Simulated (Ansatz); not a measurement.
Reaction (substitution at a C–O bond): `CC(=S)O[SiH2]O` + `C=N` → `C=NC(C)=S` + `O[SiH2]O`

Program: Ansatz. Geometries: PBE0-D4/def2-TZVP. ΔE: electronic, gas phase. CCSD(T)/CBS is the MP2 limit (def2-TZVPP, def2-QZVPP) plus CCSD(T) − MP2 in def2-TZVPP, frozen cores. This one scheme is used for every species. Functionals use def2-TZVPP. One conformer a species, not always the lowest.

| level | ΔE (kcal/mol) |
| --- | --- |
| PBE-D4 | -7.8 |
| PBE0-D4 | -7.3 |
| ωB97M-V | -6.1 |
| HF/def2-QZVPP | -5.8 |

**Question.** What does CCSD(T)/CBS give? (An estimate is asked.)

**Answer.** Ansatz gave: -7.3 kcal/mol. The listed levels differ from it by -0.5, 0.0, 1.2, 1.5 kcal/mol.

Largest T1 diagnostic among the species: 0.017.

In def2-TZVPP, CCSD(T) changes the Hartree–Fock value by −0.9 kcal/mol (the triples alone add −0.2 kcal/mol) and MP2 by −2.7 kcal/mol. The D4 term adds +0.9 kcal/mol with B3LYP and +0.6 kcal/mol with PBE0; it sums over pairs of atoms, weighted by their polarisabilities, and B3LYP, whose exchange is more repulsive, gets the larger term.

B3LYP here is the variant with VWN-RPA as its local correlation; programs differ in this.
